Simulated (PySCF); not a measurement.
# Electron correlation in Tl- (thallium, charge -1)

[Xe] 4f14 5d10 6s2 6p2, high-spin 3P determinant. Computed with PySCF 2.14 in aug-cc-pVTZ-PP with one added diffuse shell each of d, f type with ECP60MDF (6s5p5d3f, 67 functions), with a scalar-relativistic core potential. Frozen: 5s2 5p6 5d10; 4 electrons correlated.

```tsv
level	correlation energy (mhartree)
CCSD	-45.82
(T)	-1.53
CCSD(T)	-47.35
```

Diagnostics: T1 = 0.011, D1 = 0.0262, largest double amplitude 0.077.

Spin-orbit coupling is strong in this species (close to jj coupling), so the high-spin LS determinant is a model state, not a physical level.

Cost of the coupled-cluster step: about 2.6 core-seconds, for 4 correlated electrons.

Iterations:

```
CC2 = 0
CCSD nocc = (np.int64(3), np.int64(1)), nmo = (58, 58)
frozen orbitals [[0, 1, 2, 3, 4, 5, 6, 7, 8], [0, 1, 2, 3, 4, 5, 6, 7, 8]]
max_cycle = 100
direct = 0
conv_tol = 1e-08
conv_tol_normt = 1e-06
diis_space = 8
diis_start_cycle = 0
Init t2, MP2 energy = -0.0356058739966328
Init E_corr(UCCSD) = -0.035605874117469
cycle = 1  E_corr(UCCSD) = -0.0427896415673624  dE = -0.00718376745  norm(t1,t2) = 0.0504525
cycle = 2  E_corr(UCCSD) = -0.0447126530323286  dE = -0.00192301146  norm(t1,t2) = 0.0191519
cycle = 3  E_corr(UCCSD) = -0.0458273620356359  dE = -0.001114709  norm(t1,t2) = 0.0087546
cycle = 4  E_corr(UCCSD) = -0.0458113731643334  dE = 1.59888713e-05  norm(t1,t2) = 0.00203246
cycle = 5  E_corr(UCCSD) = -0.0458191757289314  dE = -7.8025646e-06  norm(t1,t2) = 0.000656062
cycle = 6  E_corr(UCCSD) = -0.0458156222524139  dE = 3.55347652e-06  norm(t1,t2) = 0.000202708
cycle = 7  E_corr(UCCSD) = -0.0458177881837892  dE = -2.16593138e-06  norm(t1,t2) = 5.57494e-05
cycle = 8  E_corr(UCCSD) = -0.0458176247800943  dE = 1.63403695e-07  norm(t1,t2) = 1.60031e-05
cycle = 9  E_corr(UCCSD) = -0.0458173749812499  dE = 2.49798844e-07  norm(t1,t2) = 4.2673e-06
cycle = 10  E_corr(UCCSD) = -0.0458174519485247  dE = -7.69672748e-08  norm(t1,t2) = 1.10926e-06
cycle = 11  E_corr(UCCSD) = -0.0458174545453731  dE = -2.59684848e-09  norm(t1,t2) = 3.44417e-07
UCCSD converged
E(UCCSD) = -171.5606926716477  E_corr = -0.04581745454537315
UCCSD(T) correction = -0.00153338939784817
```

Spin-orbit coupling is strong in this species, so the high-spin LS determinant is a model state.
